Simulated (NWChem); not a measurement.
Program: NWChem. System: HClSSi, charge 1, spin multiplicity 2, at the geometry of a parent with another charge or spin, in a state set for the comparison that need not be this species' ground state. Its SCF solution wasn't tested for a lower state. Level: UPBE/cc-pVTZ.

The NWChem input:

```
start mol
memory heap 200 mb stack 900 mb global 1100 mb
charge 1
geometry units angstroms nocenter noautoz
  Si    -0.975843    -0.045976     0.000000
  Cl     0.432830    -1.620822     0.000000
  S      0.428427     1.603507     0.000000
  H     -0.551138     2.541520     0.000000
  symmetry group Cs
end
basis spherical
  * library cc-pvtz
end
dft
  xc xpbe96 cpbe96
  odft
  mult 2
  semidirect memsize 60000000 filesize 0
  iterations 100
end
task dft energy
```

Output (cleaned and shortened):

```
             Northwest Computational Chemistry Package (NWChem) 7.3.0
             --------------------------------------------------------

                                NWChem Input Module
                                -------------------

 Scaling coordinates for geometry "geometry" by  1.889725989
 (inverse scale =  0.529177249)

 Turning off AUTOSYM since
 SYMMETRY directive was detected!

                             Geometry "geometry" -> ""
                             -------------------------

 Output coordinates in angstroms (scale by  1.889725989 to convert to a.u.)

  No.       Tag          Charge          X              Y              Z
 ---- ---------------- ---------- -------------- -------------- --------------
    1 Si                  14.0000    -0.97584300    -0.04597600     0.00000000
    2 Cl                  17.0000     0.43283000    -1.62082200     0.00000000
    3 S                   16.0000     0.42842700     1.60350700     0.00000000
    4 H                    1.0000    -0.55113800     2.54152000     0.00000000

 Effective nuclear repulsion energy (a.u.)     170.1369444753

            Nuclear Dipole moment (a.u.)
            ----------------------------
        X                 Y               Z
 ---------------- ---------------- ----------------
     0.0000037795    -0.0000113384     0.0000000000

      Symmetry information
      --------------------

 Group name             Cs
 Group number              2
 Group order               2
 No. of unique centers     4

      Symmetry unique atoms

     1    2    3    4


 Summary of "ao basis" -> "" (spherical)
 ------------------------------------------------------------------------------
       Tag                 Description            Shells   Functions and Types
 ---------------- ------------------------------  ------  ---------------------
 *                          cc-pvtz                   on all atoms

  pbe96 is a nonlocal functional; adding pw91lda local functional.

                                 NWChem DFT Module
                                 -----------------

 Summary of "ao basis" -> "ao basis" (spherical)
[...]
 overlap   1.000  1.000  1.000  0.969  0.969  1.000  1.000  0.994  0.993  0.997

   alpha     21     22     23     24     25     26     27     28     29     30
    beta     21     22     24     23     25     26     27     28     29     30
 overlap   1.000  0.976  0.975  1.000  0.997  0.992  0.972  0.976  0.966  0.968

   alpha     31     32     33     34     35     36     37     38     39     40
    beta     32     31     33     34     35     36     37     38     39     40
 overlap   0.877  0.882  0.942  0.928  0.964  0.991  0.984  0.991  0.982  0.985

   alpha     41     42     43     44     45     46     47     48     49     50
    beta     41     42     43     44     46     45     47     48     49     50
 overlap   0.933  0.934  0.999  0.992  0.983  0.999  0.962  0.959  0.999  0.998

   alpha     51     52     53     54     55     56     57     58     59     60
    beta     52     51     53     54     55     56     57     58     59     60
 overlap   0.989  0.999  0.987  0.994  0.995  0.995  1.000  0.927  0.913  0.977

   alpha     61     62     63     64     65     66     67     68     69     70
    beta     61     62     63     64     65     66     67     68     69     70
 overlap   0.978  0.983  0.998  0.990  0.969  0.993  0.973  0.996  0.972  0.996

   alpha     71     72     73     74     75     76     77     78     79     80
    beta     71     72     73     74     75     77     76     78     79     80
 overlap   0.980  1.000  1.000  0.999  0.996  0.996  1.000  0.999  0.999  0.996

   alpha     81     82     83     84     85     86     87     88     89     90
    beta     81     82     84     83     85     86     87     88     89     90
 overlap   0.995  0.996  0.913  0.922  0.984  0.997  0.996  0.994  0.991  0.990

   alpha     91     92     93     94     95     96     97     98     99    100
    beta     91     92     93     94     95     96     97     98     99    100
 overlap   0.996  0.990  0.996  0.999  0.971  0.990  0.975  0.990  0.996  1.000

   alpha    101    102    103    104    105    106    107    108    109    110
    beta    101    102    103    104    105    106    107    108    109    110
 overlap   0.997  1.000  0.997  0.999  1.000  1.000  1.000  1.000  1.000  1.000

   alpha    111    112    113    114    115    116
    beta    111    112    113    114    115    116
 overlap   1.000  1.000  1.000  1.000  1.000  1.000

     --------------------------
     Expectation value of S2:
     --------------------------
      <S2> =      0.7547 (Exact =     0.7500)

 center of mass
 --------------
 x =   0.01924135 y =  -0.08147293 z =   0.00000000

 moments of inertia (a.u.)
 ------------------
         644.447841451411           9.577914970035           0.000000000000
           9.577914970035         140.547645890282           0.000000000000
           0.000000000000           0.000000000000         784.995487341692

     Multipole analysis of the density
     ---------------------------------

     L   x y z        total         alpha         beta         nuclear
     -   - - -        -----         -----         ----         -------
     0   0 0 0      1.000000    -24.000000    -23.000000     48.000000

     1   1 0 0     -1.140431      0.081441     -1.221876      0.000004
     1   0 1 0      0.808500      0.354704      0.453808     -0.000011
     1   0 0 1     -0.000000     -0.000000     -0.000000      0.000000

     2   2 0 0    -21.002498    -49.733707    -41.822783     70.553992
     2   1 1 0     -0.786891      2.162351      3.146668     -6.095909
     2   1 0 1     -0.000000     -0.000000     -0.000000      0.000000
     2   0 2 0    -17.314996   -176.358075   -170.526016    329.569095
     2   0 1 1      0.000000      0.000000     -0.000000      0.000000
     2   0 0 2    -25.971800    -13.560500    -12.411300      0.000000

 Task  times  cpu:       24.0s     wall:       24.0s

 Total times  cpu:       24.0s     wall:       24.0s
```
